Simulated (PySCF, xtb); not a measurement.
C2H7O, SMILES CC[OH2+], charge +1.

GFN2-xTB (xtb 6.7.1) at its own geometry gives an orbital gap of 8.98 eV.

Coordinates come from a B3LYP-D3(BJ)/def2-TZVP optimisation. The isomer is the one that the SMILES or the coordinates give; other isomers of the formula were not compared.

**Question.** What does B3LYP/def2-TZVPD (PySCF) give? (Estimate from the structure and the level; the computed values follow.)

**Answer.** gap 9.28 eV (levels -15.65 and -6.37 eV).
